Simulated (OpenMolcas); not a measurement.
## Mo⁺: effect of the active space

* Program: OpenMolcas 26.06
* Method: CASSCF
* Basis: ANO-RCC-VQZP
* Scalar Hamiltonian: DKH2, point nucleus
* Spin-orbit coupling: RASSI with atomic mean-field integrals over the reference wave functions, term energies averaged over their components

A. 5 electrons in 5 orbitals (4d); 2S+1 = 6 even, 1 root; 2S+1 = 4 even, 24 roots; 2S+1 = 2 even, 75 roots (67 in the spin-orbit step); cost about 29 core-seconds
B. 5 electrons in 6 orbitals (4d 5s); 2S+1 = 6 even, 6 roots; 2S+1 = 4 even, 64 roots (52 in the spin-orbit step); 2S+1 = 2 even, 89 roots (34 in the spin-orbit step); cost roughly 60 core-seconds
C. 5 electrons in 11 orbitals (4d 5s 5d); 2S+1 = 6 even, 6 roots; 2S+1 = 4 even, 17 roots kept (CI in the orbitals of an earlier block); cost about 7 core-minutes

Energies in cm-1 above 4d5 6S 5/2, the measured ground level; measured values from NIST Handbook of Basic Atomic Spectroscopic Data.

| Level | A | B | C | Measured |
| --- | --- | --- | --- | --- |
| 4d5 6S 5/2 | 0.0 | 0.0 | 0.0 | 0.0 |
| 4d5 4G 5/2 | 20713 | 18583 | 19301 | 15199 |
| 4d5 4G 7/2 | 20783 | 18674 | 19340 | 15331 |
| 4d5 4G 11/2 | 20802 | 18771 | 19452 | 15447 |
| 4d5 4G 9/2 | 20825 | 18745 | 19391 | 15428 |
| 4d5 4P 3/2 [51 %] | 23818 | 19211 | 19636 |  |
| 4d5 4P 1/2 [54 %] | 24051 | 19385 | 19790 |  |
| 4d5 4D 7/2 | 25622 | 20392 | 20919 |  |
| 4d5 4D 1/2 [54 %] | 25863 | 20182 | 20562 |  |
| 4d5 4D 3/2 [51 %] | 26040 | 20618 | 21015 |  |

Deviations, from unrounded energies. A percentage is the sum of absolute deviations over the sum of measured energies, with the sign that they share, or ± where signs differ.

```json
{"Against measurement": "mean absolute deviation (cm-1)", "Levels": "4", "A": "5400", "B": "3300", "C": "4000"}
{"Against measurement": "other terms of the ground configuration (%)", "Levels": "4", "A": "+35.4", "B": "+21.8", "C": "+26.2"}
```

B lies closest to measurement on these levels and A furthest from it. The largest miss of B in the table is 4d5 4G 5/2, by +3400 cm-1. The ranking rests on the paired levels alone, and a cruder setting can come out closer through cancelling errors.

The spin-orbit steps hold different terms of 4d5 (B lacks among others a 2D, a 2F, a 2G, 2H, 2S; C lacks among others 2D, 2F, 2G, 2H, 2I), which shifts levels as well.

Among A to C the level of the table that moves most is 4d5 4D 1/2 [54 %], by 5700 cm-1 (lowest in B, highest in A).

Without dynamic correlation excited terms often stand tens of per cent too high (terms of higher spin than the ground term too low), and those without a measured partner can miss by more than the paired ones. Some high roots are left out of the spin-orbit mixing, which shifts the levels that they would mix with (holds for A; B). Configurations with an s electron lie low at this charge and mix in, so terms can be misplaced (holds for A). Configurations are named by rounded mean occupations; where the s occupation lies near a half they are strongly mixed, a name can repeat and a true partner stay unpaired (holds for B). Terms from blocks run as CI alone lack orbitals of their own (holds for C). Active for correlation alone: 5d; no level in the range computed is led by a configuration that fills it, so any true level of that kind is missing (holds for C). Computed and measured levels are paired by configuration, term and J; levels that our copy of the source lacks, or whose pairing is in doubt (as where it misses far off the trend of its configuration), stay unpaired and out of the deviations. Only configurations of the active space appear. Levels that lie high or do not pair safely by name in every column are left out.

A share in square brackets marks a mixed level and gives the weight of the term that names it, the lowest over the columns.
